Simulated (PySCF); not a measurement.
From one molecule to another.

First species: [AlI4]- (charge -1).
SMILES: `[I][Al-]([I])([I])[I]`

Second species: C5H8O2S.
Z-matrix (Å and degrees, PBE0-D3(BJ)/def2-SVP geometry), rows numbered from 1:
```
C 
O   1  1.4190
C   2  1.3305  1  118.65
C   3  1.3399  2  125.87  1   153.73
C   4  1.4976  3  115.64  2   174.03
C   5  1.5253  4  105.95  3    18.27
S   6  1.8342  5  108.48  4   -30.13
O   7  1.5050  3  110.13  2    62.83
H   1  1.0970  2  105.99  3  -169.90
H   1  1.0998  2  111.38  3   -49.62
H   1  1.1012  2  111.48  3    71.35
H   4  1.0923  3  121.42  2    -2.76
H   5  1.1022  4  112.31  3   139.74
H   5  1.1050  4  111.02  3  -101.63
H   6  1.1012  5  112.48  4    81.01
H   6  1.0982  5  114.91  4  -152.57
```

Levels: B3LYP/def2-SVPD for HOMO energy, LUMO energy, HOMO–LUMO gap and static isotropic polarisability; TDDFT B3LYP/def2-SVPD for lowest singlet excitation; TDA B3LYP/def2-SVPD for lowest triplet excitation (Tamm–Dancoff). Geometries: PBE0-D3(BJ)/def2-SVP. Each species is one conformer at its optimised geometry, gas phase (atoms past krypton carry core potentials, spin–orbit coupling is left out); the electronic structure was computed with PySCF and density fitting.

Dipoles, sizes and rotational constants follow the conformer. The torsions of the flexible species, by atom-mapped SMILES:
- `[CH3:1][O:2][C:3]1=[CH:4][CH2:5][CH2:6][S@@:7]1=[O:8]`: C1–O2–C3–C4 154°

```
                                property  column X  column Y
                             HOMO energy  -3.35 eV  -6.44 eV
                             LUMO energy   1.90 eV  -0.75 eV
                           HOMO–LUMO gap   5.25 eV   5.69 eV
               lowest singlet excitation   4.49 eV   4.71 eV
lowest triplet excitation (Tamm–Dancoff)   4.32 eV   3.75 eV
         static isotropic polarisability  190.7 au   88.2 au
```

(1) Which column belongs to which species?

(2) How does each property change from the first species to the second?

## Answers

(1) Column X is the first species and column Y the second. The first has 5 atoms and 226 electrons, the second 16 and 70; their charges are -1 and 0, their HOMO energies -3.35 eV and -6.44 eV.

(2) HOMO energy -3.09 eV; LUMO energy -2.65 eV; HOMO–LUMO gap +0.44 eV; lowest singlet excitation +0.22 eV; lowest triplet excitation (Tamm–Dancoff) -0.57 eV; static isotropic polarisability -102.5 au.

On the first: In wavenumbers S1 is 36200 cm⁻¹ (1 eV = 8065.54 cm⁻¹). The vertical singlet–triplet gap S1 − T1 is 0.17 eV (TDDFT singlet less Tamm–Dancoff triplet). Atoms past krypton carry effective core potentials; spin–orbit coupling is left out.

On the second: In wavenumbers S1 is 38000 cm⁻¹ (1 eV = 8065.54 cm⁻¹). No computed singlet falls in the visible range (750 to 380 nm, 1.65 to 3.26 eV); S1 lies 1.45 eV above its blue end.
